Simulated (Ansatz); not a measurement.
Consider the cleavage of the P–P bond: `PP` + `N[SiH2]F` → `F[SiH2]NP` + PH₃.

Computed with Ansatz on PBE0-D4/def2-TZVP structures; ΔE is electronic, products minus reactants. CBS: MP2 limit from def2 TZ/QZ plus the TZ coupled-cluster correction, frozen cores. This one scheme is used for every species. DFT in def2-TZVPP. HSE06 is defined as in plane-wave codes. One conformer a species, not always the lowest.

Is it downhill or uphill in electronic energy at CCSD(T)/CBS, and by how much? (An estimate is asked.)

Computed: Uphill: ΔE = +5.7 kcal/mol.

What do these levels give: r2SCANh-D4, B2PLYP, revPBE, r2SCAN0, HSE06, BHLYP, LC-ωPBE, RPA@PBE/def2-TZVPP, CCSD(T)/def2-SVP, HF/def2-TZVPP, CCSD/def2-TZVPP, MP2/def2-QZVPP? (Estimate.)

Computed: r2SCANh-D4 6.8, B2PLYP 5.4, revPBE 8.9, r2SCAN0 6.7, HSE06 7.6, BHLYP 4.5, LC-ωPBE 5.6, RPA@PBE/def2-TZVPP 3.8, CCSD(T)/def2-SVP 3.6, HF/def2-TZVPP 2.5, CCSD/def2-TZVPP 4.4, MP2/def2-QZVPP 5.6 kcal/mol.

What do rigid-rotor, harmonic-oscillator terms from PBE0-D4/def2-TZVP frequencies (298.15 K, 1 bar) make of the CCSD(T)/CBS value? (Estimate.)

Ansatz gave: ΔZPE = -1.4 kcal/mol, ΔH = +4.5 kcal/mol, ΔS = -14 J/(mol·K), ΔG = +5.4 kcal/mol.

Largest T1 diagnostic among the species: 0.014.

In def2-TZVPP, CCSD(T) changes the Hartree–Fock value by +2.4 kcal/mol (the triples alone add +0.5 kcal/mol) and MP2 by +2.7 kcal/mol. The D4 term adds −0.7 kcal/mol with B3LYP and −0.5 kcal/mol with PBE0; it sums over pairs of atoms, weighted by their polarisabilities, and B3LYP, whose exchange is more repulsive, gets the larger term. Leaving LDA and LC-ωPBE aside and taking each functional with its dispersion term where it has one, the values, not all of them listed here, spread over 4.1 kcal/mol, from CAM-B3LYP-D4 to PBE-D4. LDA lies −1.3 kcal/mol from PBE without D4.

B3LYP here is the variant with VWN-RPA as its local correlation; programs differ in this.
